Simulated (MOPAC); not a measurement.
MOPAC input (PM3):

```
PM3 1SCF GEO-OK AUX(PRECISION=9) THREADS=1
H3Sb

Sb    0.00020347 1   -0.00057521 1    0.05360724 1
H    -0.91134945 1   -1.07727245 1   -0.91954118 1
H    -0.49094307 1    1.33948235 1   -0.89520480 1
H     1.39191538 1   -0.23287408 1   -0.91922302 1
```

From the last part of the output:

```
                                                       MOPAC v23.2.5 Linux

          FINAL HEAT OF FORMATION =         58.23567 KCAL/MOL =     243.65806 KJ/MOL

          COSMO AREA              =         84.02 SQUARE ANGSTROMS
          COSMO VOLUME            =         70.93 CUBIC ANGSTROMS

          IONIZATION POTENTIAL    =         10.758399 EV
          HOMO LUMO ENERGIES (EV) =        -10.758  0.181
          NO. OF FILLED LEVELS    =          4
          MOLECULAR WEIGHT        =        124.7737         POINT GROUP:  C3v

          MOLECULAR DIMENSIONS (Angstroms)

            Atom       Atom       Distance
            H     4    H     2     2.45317
            H     3    H     2     2.12451
            H     3   Sb     1     0.96499

          SCF CALCULATIONS        =          1

   ATOM   CHEMICAL          X               Y               Z
  NUMBER   SYMBOL      (ANGSTROMS)     (ANGSTROMS)     (ANGSTROMS)

     1      Sb          0.00020347  *  -0.00057521  *   0.05360724  *
     2       H         -0.91134945  *  -1.07727245  *  -0.91954118  *
     3       H         -0.49094307  *   1.33948235  *  -0.89520480  *
     4       H          1.39191538  *  -0.23287408  *  -0.91922302  *

                             CARTESIAN COORDINATES

   1   Sb        0.000203470    -0.000575210     0.053607240
   2    H       -0.911349450    -1.077272450    -0.919541180
   3    H       -0.490943070     1.339482350    -0.895204800
   4    H        1.391915380    -0.232874080    -0.919223020

           Empirical Formula: H3 Sb  =     4 atoms

      MOLECULAR POINT GROUP   :   C3v

                  EIGENVALUES
 -37.75132 -11.80738 -11.80738 -10.75840   0.18142   0.20979   0.20979

              NET ATOMIC CHARGES AND DIPOLE CONTRIBUTIONS

  ATOM NO.   TYPE          CHARGE      No. of ELECS.   s-Pop       p-Pop
    1         Sb           0.338131        4.6619     1.91694     2.74493
    2          H          -0.112710        1.1127     1.11271
    3          H          -0.112710        1.1127     1.11271
    4          H          -0.112710        1.1127     1.11271
 DIPOLE           X         Y         Z       TOTAL
 POINT-CHG.     0.006    -0.017     1.567     1.567
 HYBRID        -0.008     0.022    -2.050     2.050
 SUM           -0.002     0.005    -0.483     0.483

          ATOMIC ORBITAL ELECTRON POPULATIONS

     Atom    s        px        py        pz
    1 Sb   1.91694   0.86543   0.86544   1.01406
    2  H   1.11271
    3  H   1.11271
    4  H   1.11271

 **********************
 *                    *
 * JOB ENDED NORMALLY *
 *                    *
 **********************

 == MOPAC DONE ==
```

The geometry given is a B3LYP-D3(BJ)/def2-TZVP minimum.
